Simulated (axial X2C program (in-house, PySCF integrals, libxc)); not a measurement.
Low determinants of WGe at the PBE0 level, scalar-relativistic

All values were computed with an axial X2C code built on PySCF integrals. Spin-free means the one-electron spin-free X2C Hamiltonian. Basis: W dyall-v2z [11s12p9d6f], Ge dyall-v2z [7s8p5d] (cores contracted in-house); Gaussian nuclei, density fitting, unrestricted open shells. Masses: W 183.951 u, Ge 73.921 u.

Search at 2.406 Å (vertical energies from the lowest determinant):

| ΔE (eV) | state | electrons beyond evenly filled partner blocks | electrons in σ, π, δ, φ |
| --- | --- | --- | --- |
| 0.00 | M_S = 2, Λ = 1 | σα, π+α, π+β, π-α, δ+α, δ-α | 41 43 18 4 |
| 0.59 | M_S = 1, Λ = 2 | σα, δ+α | 41 44 17 4 |
| 0.59 | M_S = 1, Λ = 1 | σα, π+α, π+β, π-β, δ+α, δ-α | 41 43 18 4 |
| 0.63 | M_S = 1, Λ = 0 | δ+α, δ-α | 40 44 18 4 |
| 0.64 | M_S = 2, Λ = 0 | 2 × σα, δ+α, δ-α | 40 44 18 4 |
| 0.72 | M_S = 3, Λ = 1 | σα, 2 × π+α, π-α, δ+α, δ-α | 41 43 18 4 |
| 1.01 | M_S = 2, Λ = 0 | π+α, π-α, δ+α, δ-α | 42 42 18 4 |

Lowest determinant, M_S = 2, Λ = 1 (beyond evenly filled blocks: σα, π+α, π+β, π-α, δ+α, δ-α): Re = 2.396 Å, ωe = 246.0 cm⁻¹.

The determinant in row 2 of the search, M_S = 1, Λ = 2 (beyond evenly filled blocks: σα, δ+α), was followed along the bond at PBE0; measured from the minimum of the lowest determinant it gives:

Te = 0.520 eV (4195 cm⁻¹), Re = 2.298 Å, ωe = 281.0 cm⁻¹.

(1) Compare the bond of the determinant in row 2 with that of the lowest one.

The search compares states at one distance, so a state with another bond length can lie lower; it is not exhaustive and yields mostly the lowest determinant of each block pattern, so other components and higher states of one pattern are missing. These are energies of single determinants, not of spin-adapted states; PBE0 term energies can be off by some tenths of an eV, and the functional has no current term. The lowest determinant need not be the ground state where others lie within half an eV. Spin–orbit coupling is large for these atoms, so the spin-free order is a model. Row 1 is spin-contaminated (⟨S²⟩ = 6.35 against 6.00), so its values are not those of a pure state. Row 2 is spin-contaminated (⟨S²⟩ = 2.42 against 2.00), so its values are not those of a pure state.

Answers

(1) At PBE0 its Re is 0.098 Å shorter and its force constant, which goes as ωe², is 1.30 times that of the lowest determinant. This determinant mixes spin states, so it has no term energy of its own.
